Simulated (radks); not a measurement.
Results of a calculation; reference values are marked as such.
Ionisation of the carbon ion C3+, [He] 2s1, to [He] as the strength of local exchange is varied. Code: a radial shooting solver on a logarithmic mesh with Libxc functionals. Model: scalar-relativistic Kohn-Sham, Slater X-alpha exchange (alpha = 2/3 is LDA exchange), no correlation, spin-unpolarised, spherical densities, finite nucleus; Fermi nuclear charge, rms radius 2.4702 fm; without spin polarisation the odd electron is poorly described.

| alpha | E(C3+) (hartree) | exchange (hartree) | IE (eV) | -e of the level emptied (eV) | <r> of it (bohr) |
|---|---|---|---|---|---|
| 0.608 | -33.86939 | -3.02822 | 61.288 | 53.541 (2s) | 1.302 |
| 0.667 | -34.16398 | -3.33844 | 62.092 | 54.452 (2s) | 1.293 |
| 0.69 | -34.27921 | -3.46016 | 62.407 | 54.810 (2s) | 1.289 |
| 0.707 | -34.36452 | -3.55041 | 62.641 | 55.075 (2s) | 1.286 |
| 0.776 | -34.71203 | -3.91917 | 63.593 | 56.158 (2s) | 1.275 |
| 0.974 | -35.72021 | -4.99935 | 66.367 | 59.325 (2s) | 1.244 |

NIST Atomic Spectra Database: 64.494 eV (measured). The Delta-SCF value meets it near alpha = 0.84. Spin polarisation and multiplet splitting are left out, so open shells lie too high by an amount that depends on their filling.
